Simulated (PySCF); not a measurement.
F₂H₅NSi₂. Atoms are numbered in the order given.

```xyz
10

Si     1.0059     0.4042     0.0000
F      1.4073    -0.4977     1.3122
F      1.4073    -0.4977    -1.3122
Si    -1.3432     0.6159     0.0000
N     -2.1413    -0.9454     0.0000
H      1.9067     1.6079     0.0000
H     -1.7658     1.3690    -1.2323
H     -1.7658     1.3690     1.2323
H     -1.9984    -1.5253     0.8334
H     -1.9984    -1.5253    -0.8334
```
Charge 0, spin multiplicity 1.

Coordinates come from a PBE-D3(BJ)/def2-SVP optimisation. The structure was generated by enumeration, and PubChem lists no compound with its InChIKey, so it may never have been made. The values are those of a single conformer.

Method: PBE/pcSseg-1 (PySCF).

GIAO shieldings, no solvent; atoms alike by connectivity are averaged. δ = σ(ref) − σ: ²⁹Si against TMS (σ = 335.4 ppm); ¹⁹F against CFCl3 (σ = 133.6 ppm); ¹⁵N against NH3 (σ = 267.0 ppm); ¹H against TMS (σ = 31.49 ppm), references at their B3LYP-D3(BJ)/def2-TZVP geometries, non-relativistic.

```tsv
nucleus	atoms	count	δ (ppm)
²⁹Si	Si1	1	15.5
²⁹Si	Si4	1	-52.5
¹⁹F	F2, F3	2	-177.0
¹⁵N	N5	1	0.0
¹H	H6	1	6.20
¹H	H7, H8	2	5.28
¹H	H9, H10	2	0.18
```
